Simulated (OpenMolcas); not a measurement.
Mn3+ with 4 ligands (chloride) in tetrahedral coordination (Td). A charge of +0.25 e stands 3.2 Å behind each ligand. Ligand basis ANO-RCC-VDZP.

| Item | Value |
| --- | --- |
| Program | OpenMolcas 26.06 |
| Method | SS-CASPT2, IPEA 0.25 Eh, imaginary shift 0.1 Eh (closed shells correlated: 3s 3p and the ligand valence shells) |
| Basis | ANO-RCC-VDZP [5s4p2d1f] |
| Scalar Hamiltonian | DKH2, point nucleus |
| Active space | 4 electrons in 5 orbitals (3d) |
| State averaging | 2S+1 = 5 even, 5 roots; 2S+1 = 3 even, 45 roots; 2S+1 = 1 even, 50 roots |
| Spin-orbit coupling | state interaction with AMFI integrals over the reference wave functions |

All ligands move together. At R = 2.27 Å the first state of the same spin is 7580 cm-1, and at R = 2.34 Å it is 6940 cm-1.

**Question.** A third run gives 9470 cm-1. What distance was it run at?

**Answer.** With a power law R^-n the two known points give n = -ln(6940 / 7580) / ln(2.34 / 2.27) = 2.90. Then R = 2.27 × (7580 / 9470)^(1/2.90) = 2.102 Å. The run was at 2.12 Å, so the estimate is off by -0.018 Å.

Roots that are degenerate in the reference are averaged as groups; the widest CASPT2 spread within a group is 1300 cm-1 (the 3-fold group of multiplicity 1 near 13400 cm-1 above the lowest state of its run, R = 2.12). Shifts and gaps below about the spread of the groups concerned are not significant. Over all roots computed the reference weight is 0.68 to 0.73 in R = 2.12, 0.68 to 0.73 in R = 2.27, 0.68 to 0.73 in R = 2.34; a low but even weight reflects the number of correlated electrons. An orbital triplet at a regular site is open to Jahn-Teller coupling, which can distort the site and quench the lowest spin-orbit gaps and is left out. Ligand-to-metal charge-transfer states are missing. These CASPT2 states fit no ligand-field parameters well, so their order and spin gaps are uncertain. With no ligand orbital active B as a rule stays too high, so bands that hang on it stand too high and its fall with covalency is understated. With one d shell and no ligand orbital active, 10Dq can be off by a tenth or more. No measured value stands beside these numbers; the geometry was imposed, not optimised, and the real ion may take another.
